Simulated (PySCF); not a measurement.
Species: C₅H₇F₃Si.
Z-matrix (Å and degrees, PBE0-D3(BJ)/def2-SVP geometry), rows numbered from 1:
```
F 
C   1  1.3095
F   2  1.3050  1  111.64
C   2  1.3380  1  123.31  3   179.93
F   4  1.3492  2  116.81  1  -179.95
Si  4  1.8752  2  127.49  1    -0.92
C   6  1.8903  4  117.72  2  -129.91
C   7  1.5537  6   86.67  4  -133.11
C   8  1.5538  7  100.93  6    21.93
H   6  1.4909  4  108.01  2     4.26
H   7  1.0986  6  122.05  4   106.93
H   7  1.1023  6  109.91  4   -21.79
H   8  1.1024  7  114.65  6   145.70
H   8  1.1022  7  109.82  6   -93.96
H   9  1.1024  6  109.58  4    22.22
H   9  1.0985  6  122.34  4  -106.39
```

All values: PBE0/def2-SVPD (PySCF, non-relativistic), on one gas-phase PBE0-D3(BJ)/def2-SVP geometry that isn't relaxed in the solvent. The solvent is an IEF-PCM continuum (cavity from Bondi-type radii × 1.2), and excitations are vertical TDDFT with non-equilibrium linear response and a frozen core. Specific hydrogen bonds and non-electrostatic terms are outside this model.

Gas-phase singlets (H = HOMO, L = LUMO):

```json
{"state": "S1", "E (eV)": "6.344", "λ (nm)": "195", "f": "0.258", "leading configurations": "H→L 62%, H→L+1 22%"}
{"state": "S2", "E (eV)": "6.404", "λ (nm)": "194", "f": "0.142", "leading configurations": "H→L+1 52%, H→L 29%"}
{"state": "S3", "E (eV)": "6.476", "λ (nm)": "191", "f": "0.014", "leading configurations": "H-1→L 90%"}
{"state": "S4", "E (eV)": "6.869", "λ (nm)": "180", "f": "0.002", "leading configurations": "H→L+2 87%"}
{"state": "S5", "E (eV)": "7.215", "λ (nm)": "172", "f": "0.004", "leading configurations": "H-2→L 89%"}
```

What are the lowest 5 singlets in acetonitrile (ε = 35.69)?

```json
{"state": "S1", "E (eV)": "6.298", "λ (nm)": "197", "f": "0.296", "leading configurations": "H→L 59%, H→L+1 20%, H-1→L 12%", "change by rank (eV)": "-0.046"}
{"state": "S2", "E (eV)": "6.353", "λ (nm)": "195", "f": "0.199", "leading configurations": "H→L 34%, H→L+1 33%, H-1→L 25%", "change by rank (eV)": "-0.051"}
{"state": "S3", "E (eV)": "6.383", "λ (nm)": "194", "f": "0.020", "leading configurations": "H-1→L 61%, H→L+1 32%", "change by rank (eV)": "-0.093"}
{"state": "S4", "E (eV)": "6.888", "λ (nm)": "180", "f": "0.001", "leading configurations": "H→L+2 86%", "change by rank (eV)": "+0.019"}
{"state": "S5", "E (eV)": "7.143", "λ (nm)": "174", "f": "0.004", "leading configurations": "H-2→L 90%", "change by rank (eV)": "-0.072"}
```

How do the frontier levels move from gas to acetonitrile?

| orbital | gas (eV) | solvent (eV) | change (eV) | Löwdin shares, gas | Löwdin shares, solvent |
| --- | --- | --- | --- | --- | --- |
| LUMO+2 | 0.63 | 0.77 | +0.14 | C2 20 %, Si6 15 %, F1 9 %, C8 9 % | C2 19 %, Si6 16 %, F1 12 %, C8 7 % |
| LUMO+1 | 0.39 | 0.45 | +0.06 | Si6 20 %, C4 14 %, C2 12 %, F5 11 % | C2 18 %, C4 17 %, Si6 17 %, F5 14 % |
| LUMO | -0.50 | -0.40 | +0.10 | C2 26 %, C4 20 %, Si6 18 %, F3 7 % | C2 27 %, C4 20 %, Si6 17 %, F3 8 % |
| HOMO | -7.44 | -7.37 | +0.07 | C4 28 %, C2 24 %, F5 12 %, F1 9 % | C4 26 %, C2 23 %, F5 10 %, F1 9 % |
| HOMO-1 | -8.21 | -7.99 | +0.22 | C8 19 %, C9 18 %, Si6 18 %, C7 16 % | C8 19 %, C9 18 %, Si6 17 %, C7 16 % |
| HOMO-2 | -8.69 | -8.51 | +0.18 | C7 22 %, C9 22 %, Si6 21 %, C4 8 % | C7 21 %, C9 20 %, Si6 20 %, C4 10 % |
| HOMO-3 | -9.39 | -9.18 | +0.21 | C8 15 %, Si6 12 %, C7 11 %, C9 11 % | C8 19 %, C7 12 %, C9 12 %, H14 11 % |

The HOMO–LUMO gap goes from 6.94 to 6.97 eV.

Hardware: one thread of an Arm Neoverse V2, no GPU, shared host with 96 logical CPUs at a one-minute load of 33. Cost: 51 s wall, 1.1 GiB resident at most. This is the whole response run at PBE0/def2-SVPD in acetonitrile, SCF included.
